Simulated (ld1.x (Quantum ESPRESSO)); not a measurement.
# What one change does to a pseudopotential (B, TM)

boron, norm-conserving Troullier–Martins (Kleinman–Bylander form), made with ld1.x (Quantum ESPRESSO) 7.5 (BLYP, scalar-relativistic). Core [He], reference 2s2 2p1. Waves: 2p (bound): rc 3.45 bohr; 3d channel at 0.1 Ry: rc 3.35 bohr; 2s (bound): rc 1.65 bohr. Local part: the s channel. Core correction: none.

All-electron outer shells of the reference configuration (BLYP, scalar-relativistic, ld1.x):

```csv
shell,level (eV),outermost node (bohr),outermost maximum (bohr)
1s,-181.06,–,0.21
2s,-9.30,0.46,1.50
2p,-3.54,–,1.55
```

Change: wave 2p (bound): rc 3.45 bohr becomes 2p (bound): rc 3.24 bohr.

Cutoffs: the cutoffs (Ry, on a coarse ladder) from which the occupation-weighted sum of valence levels, in a spherical-Bessel basis at the reference potential, stays within 10 and 1 mRy of its value at 400 Ry; they do not see the model core or the augmentation charge, which bear on the density cutoff. Errors are all-electron minus pseudo energies relative to the spin-unpolarised reference configuration.

**Question.** What does the change do?

**Answer.** The potential gets neither clearly harder nor softer (18 Ry and 45 Ry → 18 Ry and 45 Ry); of the 7 tests that both files solve, the error grows in 0 and shrinks in 7 by more than 15 % and 0.3 meV (median size 69.9 → 54.4 meV); neither file shows a bound ghost. Less of the atom is replaced, so other configurations are described better.

| quantity | base | changed |
| --- | --- | --- |
| cutoff, loose | 18 Ry | 18 Ry |
| cutoff, tight | 45 Ry | 45 Ry |
| bound ghosts | none | none |
| error for 2s2 2p0, meV [ΔE 8.17 eV] | +159 | +124 |
| error for 2s1 2p0, meV [ΔE 33.52 eV] | +479 | +388 |
| error for 2s2 2p0.5, meV [ΔE 2.86 eV] | +24 | +18 |
| error for 2s1 2p1, meV [ΔE 14.23 eV] | -70 | -54 |
| error for 2s1 2p2, meV [ΔE 5.78 eV] | -20 | -14 |
| error for 2s0 2p3, meV [ΔE 11.60 eV] | -80 | -61 |
| error for 2s2 2p1.3, meV [ΔE -0.72 eV] | +2.5 | +1.8 |
